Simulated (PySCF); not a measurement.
Mapped SMILES: `[O:1]=[CH:2][c:3]1[cH:4][cH:5][cH:6][cH:7][n:8]1`. Hydrogens are named by the atom that carries them.

All values are calculated (PySCF 2.14.0 with density-fitted response routines): GFN2-xTB structure, shieldings: GIAO PBE0/pcSseg-1. One computed conformer, no solvent model, non-relativistic.

Task: Predict the 2D correlation tables (HSQC, COSY, HMBC).

Result: 

HSQC (one-bond C–H):
```
           δH          δC
10.33 (H(C2))  201.2 (C2)
 9.15 (H(C7))  155.7 (C7)
 8.38 (H(C4))  128.5 (C4)
 8.20 (H(C5))  142.8 (C5)
 7.62 (H(C6))  133.0 (C6)
```

COSY cross peaks (H two or three bonds apart, from the bond graph; peaks can be absent where the dihedral angle is near 90°):
```
          δH            δH
9.15 (H(C7))  7.62 (H(C6))
8.38 (H(C4))  8.20 (H(C5))
8.20 (H(C5))  7.62 (H(C6))
```

HMBC (two and three bonds, from the bond graph):
```
           δH                                              δC
10.33 (H(C2))                          157.4 (C3), 128.5 (C4)
 9.15 (H(C7))              157.4 (C3), 142.8 (C5), 133.0 (C6)
 8.38 (H(C4))  201.2 (C2), 157.4 (C3), 142.8 (C5), 133.0 (C6)
 8.20 (H(C5))  157.4 (C3), 155.7 (C7), 133.0 (C6), 128.5 (C4)
 7.62 (H(C6))              155.7 (C7), 142.8 (C5), 128.5 (C4)
```

δ = σ(ref) − σ, references computed at the same level: 1H, 13C against TMS.

Shifts are as computed. Against solution values, carbons near 30 ppm lie about +3 ppm off and those near 130 ppm about +5 ppm. Of 246 compounds with measured shifts, 49 miss one by over three times the rms of a fit or turn the order of signals round; such compounds aren't used in these exercises.
